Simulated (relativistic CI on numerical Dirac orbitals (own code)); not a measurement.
Computed by Dirac-Coulomb-Breit CI, KLI orbitals optimised for each configuration, QED by a radiative potential, unscaled Slater integrals (own radial code, finite nucleus).

Configurations in the expansion (outside the closed core [Ne]): 3s2.3p6.3d, 3s2.3p5.3d2, 3s.3p6.3d2, 3s2.3p6.4s, 3s2.3p6.4p, 3s2.3p6.4d, 3s2.3p5.3d.4s, 3s2.3p6.4f, 3s2.3p5.3d.4p, 3s2.3p5.3d.4d, 3s.3p6.3d.4s, 3p6.3d2.4p, 3s2.3p5.3d.4f, 3s.3p6.3d.4p, 3s.3p6.3d.4d, 3s2.3p6.5s, 3s.3p6.3d.4f, 3s2.3p6.5p, 3s2.3p6.5d, 3s2.3p6.5f, 3s2.3p6.5g, 3p6.3d3, 3p5.3d4, 3p5.3d3.4s, 3p6.3d2.4s, 3p5.3d2.4s2, 3p6.3d2.4d, 3p5.3d3.4d, 3p5.3d2.4s.4d. Double excitations out of closed p, d and f shells are left out; levels of such configurations are missing from the list, as are those of other unlisted configurations, and high levels can miss mixing partners. These lack a partner that the ground configuration has and come out too high: 3s2.3p5.3d.4p, 3s2.3p5.3d.4f.

At this charge energies of transitions that change n are usually good to better than 1 %, and those within a shell (Δn = 0) to a few per cent.

Outline of the computed level scheme of Gd XLVI. Lowest level of each configuration: 3s2.3p6.3d 2D_3/2 at 0.000 eV; 3s2.3p5.3d2 4D°_1/2 at 208.509 eV.

Some strong electric-dipole decays among the lowest 45 levels: 3s2.3p5.3d2 2D°_3/2 → 3s2.3p6.3d 2D_3/2 (2.4e+12 s⁻¹); 3s2.3p5.3d2 2D°_5/2 → 3s2.3p6.3d 2D_5/2 (2.3e+12 s⁻¹); 3s2.3p5.3d2 2P°_3/2 → 3s2.3p6.3d 2D_5/2 (1.9e+12 s⁻¹); 3s2.3p5.3d2 2P°_1/2 → 3s2.3p6.3d 2D_3/2 (1.7e+12 s⁻¹); 3s2.3p5.3d2 2F°_7/2 → 3s2.3p6.3d 2D_5/2 (9.7e+11 s⁻¹); 3s2.3p5.3d2 2D°_3/2 → 3s2.3p6.3d 2D_3/2 (8.2e+11 s⁻¹); 3s2.3p5.3d2 2D°_5/2 → 3s2.3p6.3d 2D_5/2 (6.4e+11 s⁻¹); 3s2.3p5.3d2 2F°_7/2 → 3s2.3p6.3d 2D_5/2 (6.2e+11 s⁻¹).

LS names give the leading component of a level, which can be under half, so a name can repeat, a term be missing and a line seem to break the LS rules.
